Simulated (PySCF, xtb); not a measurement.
selenium hexafluoride (F6Se), SMILES F[Se](F)(F)(F)(F)F.

Harmonic wavenumbers (cm⁻¹) from GFN2-xTB (xtb) at its own minimum, in rising order: 181, 181, 181, 295, 295, 295, 305, 305, 305, 446, 482, 482, 486, 486, 486.

Problem. What does ωB97X-D3(BJ)/def2-SVP (PySCF 2.14.0) give at its own minimum? (Estimate from the structure and the level; the computed values follow.)

Solution. 267, 267, 267, 394, 394, 394, 439, 439, 439, 684, 684, 732, 814, 814, 814. Paired by order, the mean absolute difference is 175 cm⁻¹ and the zero-point energies are 7.5 and 11.2 kcal/mol.
